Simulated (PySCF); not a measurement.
Species: C2HCl4, net charge 0, doublet state. It need not be the lowest isomer of its formula. 
Geometry from a B3LYP-D3(BJ)/def2-TZVP (Ansatz) optimisation:
```xyz
7

C     -0.5895     0.0748    -0.4989
C      0.8314    -0.1655    -0.1959
Cl     1.0336    -1.2712     1.2423
Cl     1.7236     1.3556     0.0735
Cl    -1.3665    -1.0332    -1.5413
Cl    -1.5530     1.0208     0.5308
H      1.3073    -0.6803    -1.0216
```
Charge 0, spin multiplicity 2.

Dispersion corrections to the total energy (kcal/mol) from the dftd3 and dftd4 libraries through PySCF: D3(BJ) without and D4 with the three-body term, each with the damping fitted for the functional named.

```tsv
functional	D3(BJ)	D4
B3LYP	…	-11.20
r2SCAN	-1.81	-1.61
B2GP-PLYP	-5.08	…
TPSSh	-7.98	-8.44
HSE06	-4.87	-5.48
BP86	-11.67	…
PBE0	-5.89	-5.84
```

Question: Some entries are withheld; supply them.

Answer: 
- B3LYP, D3(BJ): -12.08
- B2GP-PLYP, D4: -2.96
- BP86, D4: -9.60
